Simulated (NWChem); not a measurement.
GeI, doublet; SMILES [Ge][I]

Results from NWChem. Spin-unrestricted. The state is orbitally degenerate and is run as one real component. def2 effective core potentials on I; no spin-orbit coupling. Each level has its own optimisation; frequencies are unscaled.

For level PBE0/def2-SVP:

```yaml
r Ge–I (Å): 2.549
highest harmonic frequency (cm⁻¹): 238
```

Problem. What are these values for level PBE/def2-SVP?

Solution. The r Ge–I (Å) is 2.604. The highest harmonic frequency (cm⁻¹) comes out as 214.
